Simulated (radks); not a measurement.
Task: The mean radii <r> (bohr) of the occupied orbitals of an atom or ion are listed with their occupations. Calculated with a radial shooting solver on a logarithmic mesh with Libxc functionals: scalar-relativistic Kohn-Sham, SCAN, spin-polarised, spherical densities, finite nucleus; meta-GGA in the generalised Kohn-Sham scheme; Fermi nuclear charge, rms radius of each element as measured or else 0.836 A^(1/3) + 0.57 fm.

orbital  occ.      <r>
1s down     1  0.03610
1s up       1  0.03610
2s up       1   0.1579
2s down     1   0.1579
2p up       3   0.1377
2p down     3   0.1377
3s up       1   0.4420
3s down     1   0.4420
3p up       3   0.4450
3p down     3   0.4451
3d up       5   0.4328
3d down     5   0.4328
4s up       1    1.153
4s down     1    1.147
4p up       3    1.276
4p down     3    1.267
4d up       2    1.700

Name the element and its charge. Open shells, if any, are filled with parallel spins first.

Result: Z = 41, niobium, charge +3: Nb3+ in [Kr] 4d2. The 1s radius gives Z: for a bare nucleus <r> = (2 gamma + 1)/(2Z) with gamma = sqrt(1 - (Z/c)^2), 0.03547 bohr for Z = 41, and screening makes it slightly larger (0.03610 here). The occupations add up to 38, and the charge is Z minus that.
